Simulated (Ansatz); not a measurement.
Basis-set extrapolation for BClH₆Si₂ (`B[SiH]([SiH3])Cl`) (PBE0-D4/def2-TZVP geometry, frozen core, Ansatz). Multiplicity 1, RHF reference.

```tsv
	def2-TZVPP	def2-QZVPP
HF	-1065.598682	-1065.630495
MP2 correlation	-0.535606	-0.580459
CCSD(T) correlation	-0.629173	not run
```

Energies in hartree. Use E(X) = E(∞) + A·exp(−7.88·√X) for Hartree–Fock and E(X) = E(∞) + B·X^(−2.97) for correlation, with X = 3 and 4, and add CCSD(T) minus MP2 of the smaller set to the MP2 limit.

Problem. What is the CCSD(T) energy at the basis-set limit?

Solution. HF limit: -1065.630495 + (-0.031813) × 0.13774 = -1065.63488. MP2 limit: -0.580459 + (-0.044853) × 0.74074 = -0.61368. Higher-order term: -0.629173 − (-0.535606) = -0.09357. Total: -1066.34213 hartree, 300.0 kJ/mol below CCSD(T)/def2-TZVPP.
